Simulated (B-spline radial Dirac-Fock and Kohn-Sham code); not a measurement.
**Kohn-Sham estimates against Dirac-Fock for the levels of Dy⁵²⁺**

System: the Dy⁵²⁺ ion in the configuration 1s2 2s2 2p6 3s2 3p2.

The density-functional columns are spherical, spin-unpolarised Dirac-Kohn-Sham results without Breit or QED terms: −ε is minus the orbital energy of the initial state and ΔSCF the difference of two total energies. The reference in the last column comes from relaxed Dirac-Fock hole states (ΔSCF) with Breit and QED corrections and a finite nucleus. All numbers are from a radial B-spline solver, in eV; a selection of levels is shown. For the 1s level of heavy atoms much of the gap between ΔSCF and the reference is the Breit and QED part, -237.5 eV here; for other levels the error of the functional can be larger.

```
level   LDA −ε  LDA ΔSCF  Dirac-Fock
   1s  57373.9   57902.0     57673.8
   2s  12560.3   12690.0     12730.0
2p1/2  12178.5   12335.0     12300.6
2p3/2  11356.5   11499.8     11485.8
   3s   5044.8    5098.4      5089.4
   3p   4763.1    4818.5      4811.2
```

Values without a named source are computed, but for edge energies of neutral atoms, which are taken from tables.
